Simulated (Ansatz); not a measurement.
This geometry of ClGeH₅N₂O (10 atoms, charge 0, multiplicity 1) is a first-order saddle point.

Computed with RKS B3LYP/def2-SVP in Ansatz 0.2.0.

```xyz
10
Properties=species:S:1:pos:R:3
N -1.527 0.412 -0.432
Ge 0.219 0.213 -0.016
N 0.566 -1.359 0.835
O 1.122 0.354 -1.535
Cl 0.971 1.876 1.212
H -1.755 0.410 -1.421
H -2.259 0.008 0.143
H -0.249 -1.792 1.266
H 1.333 -1.328 1.505
H 1.663 1.155 -1.554
```

**Question.** Which two structures does it join? (They come from a converged band through this point; their orientation in space is the band's.)

**Answer.** No bond is made or broken. The height of N1 over the plane of its neighbours goes from -0.32 to 0.32 Å. The two ends are copies of one structure, up to a mirror image or an exchange of like atoms.

First end point:

```xyz
10
Properties=species:S:1:pos:R:3
N -1.608 0.264 -0.319
Ge 0.173 0.176 0.042
N 0.508 -1.414 0.829
O 1.317 0.223 -1.321
Cl 0.567 1.990 1.217
H -1.923 -0.370 -1.052
H -1.965 1.201 -0.490
H -0.046 -1.621 1.657
H 1.490 -1.628 0.992
H 1.569 1.127 -1.552
```

Last end point:

```xyz
10
Properties=species:S:1:pos:R:3
N -1.610 0.263 -0.318
Ge 0.172 0.177 0.040
N 0.507 -1.413 0.830
O 1.315 0.223 -1.323
Cl 0.569 1.995 1.210
H -1.968 1.200 -0.493
H -1.927 -0.373 -1.047
H -0.044 -1.620 1.659
H 1.488 -1.630 0.987
H 1.580 1.127 -1.542
```

**Question.** How far does it lie above each of them?

**Answer.** 0.121 eV above the first and 0.121 eV above the second. This is the barrier of this one path; another mechanism may lie lower.

Run time: 4.7 min on 2 threads of Arm Neoverse V1, with other jobs on the host, peak memory 0.31 GiB.
